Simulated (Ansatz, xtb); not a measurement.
System: C4H6S, charge 0, multiplicity 1. SMILES: C1=CCSC1
Geometry from a B3LYP-D3(BJ)/def2-TZVP (Ansatz, a quantum-chemistry and plane-wave program) optimisation:
```xyz
11

C     -1.3436     0.0597    -0.0770
C     -0.7208    -1.3022    -0.0537
C      0.6008    -1.3627     0.0220
C      1.3435    -0.0632     0.0769
S      0.0562     1.2477     0.0148
H     -1.9152     0.2296    -0.9922
H     -2.0168     0.2132     0.7694
H     -1.3523    -2.1815    -0.0983
H      1.1506    -2.2959     0.0451
H      1.9270     0.0329     0.9953
H      2.0287     0.0492    -0.7663
```
Charge 0, spin multiplicity 1.

Harmonic wavenumbers from GFN2-xTB (xtb, at its own minimum), cm⁻¹: 97, 357, 482, 639, 703, 723, 803, 873, 891, 902, 1009, 1014, 1077, 1085, 1111, 1210, 1227, 1287, 1438, 1441, 1715, 2943, 2943, 2967, 2968, 3094, 3109.

Task: Give the harmonic wavenumbers at B3LYP-D3(BJ)/def2-TZVP (Ansatz, finite differences of forces, unscaled).

Result: 102, 387, 515, 635, 682, 710, 827, 902, 949, 959, 972, 976, 1134, 1146, 1151, 1252, 1289, 1371, 1486, 1488, 1705, 3032, 3033, 3060, 3062, 3165, 3188 cm⁻¹. Zero-point energy 56.0 kcal/mol.

Task: From these and the geometry, give the ideal-gas thermochemistry at 298.15 K and 1 atm (rigid rotor, harmonic oscillator).

Result: Point group C2v, rotational symmetry number 2. Rotational constants 6.631, 4.772, 2.874 GHz. S(trans) 39.27, S(rot) 24.29, S(vib) 7.08, S(elec, spin only) 0.00, S 70.7 cal/(mol K). H(298) - H(0) 3.65 kcal/mol; G - E(el) 38.6 kcal/mol. Tabulated S at 1 bar: 71.0 cal/(mol K) (CRC Handbook, as tabulated in the package chemicals); it can hold hindered rotation or other conformers, which this model lacks.
